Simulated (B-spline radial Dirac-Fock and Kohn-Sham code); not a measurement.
Binding energies of Sc¹⁰⁺ at several levels of theory

System: scandium as Sc¹⁰⁺, [Ne] 3s1.

The density-functional columns are spherical, spin-unpolarised Dirac-Kohn-Sham results without Breit or QED terms: −ε is minus the orbital energy of the initial state and ΔSCF the difference of two total energies. The reference in the last column comes from Dirac-Fock ΔSCF + Breit + QED. All numbers are from a B-spline atomic structure program, in eV; a selection of levels is shown.

```tsv
level	LDA −ε	LDA ΔSCF	Dirac-Fock
2p1/2	621.7	657.7	654.7
2p3/2	617.0	652.6	650.1
3s	238.3	249.6	249.2
```

For the outermost level NIST gives 249.798 eV (semi-empirical); the differences from it are LDA −ε -11.45, LDA ΔSCF -0.24, Dirac-Fock -0.55 eV.

Values without a named source are computed, but for edge energies of neutral atoms, which are taken from tables.
